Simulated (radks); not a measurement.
Q: The selenium ion Se21+, configuration [Ne] 3s2 3p1. Calculated with a radial shooting solver on a logarithmic mesh with Libxc functionals: non-relativistic Kohn-Sham, LDA (Slater exchange, Perdew-Wang correlation), spin-polarised, spherical densities, point nucleus; open shells are filled with parallel spins first. Some entries of the table are withheld. Estimate them.

orbital  occ.  eigenvalue (Ry)  <r^2> (bohr^2)  <1/r> (bohr^-1)
1s up       1        -969.2431        0.002716            33.46
1s down     1        -969.1434        0.002716            33.46
2s up       1        -178.4947         0.04577            7.498
2s down     1        -178.3918         0.04571            7.500
2p up       3        -167.5622         0.03521            7.467
2p down     3        -167.4433         0.03518            7.468
3s up       1        -66.92617          0.2738            2.965
3s down     1        -66.54142          0.2746            2.961
3p up       1        -63.26944          0.2599            2.912
3p down     0        -62.88336          0.2606            2.909
3d up       0        -57.70230          0.2089            2.779
3d down     0        -57.36059          0.2089            2.783
4s up       0        -34.41580          0.9660              (1)
4s down     0        -34.28584          0.9718              (2)
4p up       0        -32.92664          0.9652            1.547
4p down     0        -32.79810          0.9714            1.542

A: 
(1) 4s up <1/r> (bohr^-1): 1.573
(2) 4s down <1/r> (bohr^-1): 1.567
